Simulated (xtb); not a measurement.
AlF2H3O2Si, SMILES [OH][Al]([OH])[SiH](F)F. All values are semi-empirical tight-binding results from xtb (GFN2-xTB unless named), good for trends rather than for accurate numbers. Geometry optimised at GFN2-xTB. The structure was generated by enumeration; whether it is a known compound was not checked. Other conformers were not sampled.

For metal compounds this method's bond lengths and energies can be far off.

Problem. Estimate the properties. (An estimate is asked for; the answer gives what the named calculation found.)

Solution. 
```
Item                                           Value
-------------------------------------  -------------
orbital gap                                  4.27 eV
zero-point energy                      25.4 kcal/mol
G − E(el) at 298.15 K (modified RRHO)   3.5 kcal/mol
```
